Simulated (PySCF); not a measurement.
Interval between two levels of V by level of theory

V [Ar] 3d3 4s2 [4F9/2, M_J = 9/2] → V [Ar] 3d5 [6S5/2, M_J = 5/2], as a difference of total energies. Computed with PySCF 2.14 in x2c-SVPall-2c with one added diffuse shell each of s, d type (6s5p4d1f, 48 functions), with the two-component X2C-1e Hamiltonian. Correlated levels: [Ne] frozen; the 6 highest virtual spinors dropped. "Screened" scales the spin-orbit matrix elements by Boettger's factors to mimic the two-electron term; Breit and QED terms are absent.

| method | interval between two levels (cm⁻¹) |
| --- | --- |
| GHF (spin-free) | 682350 |
| GMP2 (spin-free) | 698040 |
| GHF (screened spin-orbit) | 682080 |
| GMP2 (screened spin-orbit) | 697770 |

The labels give the starting determinants; with spin-orbit coupling the two ends relaxed to ⟨J²⟩ = 24.77, ⟨L²⟩ = 12.01, ⟨S²⟩ = 3.76 and ⟨J²⟩ = 8.75, ⟨L²⟩ = 0.00, ⟨S²⟩ = 8.75.
